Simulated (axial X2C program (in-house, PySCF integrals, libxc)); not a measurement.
**Low determinants of ScS⁺ at the PBE0 level, without spin–orbit coupling**

All values were computed with an axial X2C code built on PySCF integrals. Spin-free means the one-electron spin-free X2C Hamiltonian. Basis: Sc dyall-cv3z [10s11p7d5f2g], S dyall-av3z [9s8p3d2f] (cores contracted in-house); Gaussian nuclei, density fitting, unrestricted open shells. Masses: Sc 44.956 u, S 31.972 u.

Search at 2.100 Å (vertical energies from the lowest determinant):

| ΔE (eV) | state | electrons beyond evenly filled partner blocks | electrons in σ, π, δ, φ |
| --- | --- | --- | --- |
| 0.00 | M_S = 0, Λ = 0 | closed shell | 20 16 0 0 |
| 2.12 | M_S = 1, Λ = 1 | σα, π+α, π+β, π-α | 21 15 0 0 |
| 2.15 | M_S = 0, Λ = 1 | σβ, π+α, π+β, π-α | 21 15 0 0 |
| 2.31 | M_S = 1, Λ = 3 | π+α, π+β, π-α, δ+α | 20 15 1 0 |
| 2.31 | M_S = 1, Λ = 1 | π+α, π-α, π-β, δ+α | 20 15 1 0 |
| 2.33 | M_S = 0, Λ = 3 | π+α, π+β, π-α, δ+β | 20 15 1 0 |
| 2.35 | M_S = 0, Λ = 1 | π+α, π-α, π-β, δ+β | 20 15 1 0 |

Lowest determinant, M_S = 0, Λ = 0 (closed shell): Re = 2.071 Å, ωe = 638.2 cm⁻¹.

The determinant in row 2 of the search, M_S = 1, Λ = 1 (beyond evenly filled blocks: σα, π+α, π+β, π-α), was followed along the bond at PBE0; measured from the minimum of the lowest determinant it gives:

Te = 1.809 eV (14591 cm⁻¹), Re = 2.289 Å, ωe = 446.5 cm⁻¹.

Task: Compare the bond of the determinant in row 2 with that of the lowest one.

Result: At PBE0 its Re is 0.218 Å longer and its force constant, which goes as ωe², is 0.49 times that of the lowest determinant. T0 ≈ Te + Δωe/2 = 14591 + (-96) = 14495 cm⁻¹.

The search compares states at one distance, so a state with another bond length can lie lower; it is not exhaustive and yields mostly the lowest determinant of each block pattern, so other components and higher states of one pattern are missing. These are energies of single determinants, not of spin-adapted states; PBE0 term energies can be off by some tenths of an eV, and the functional has no current term.
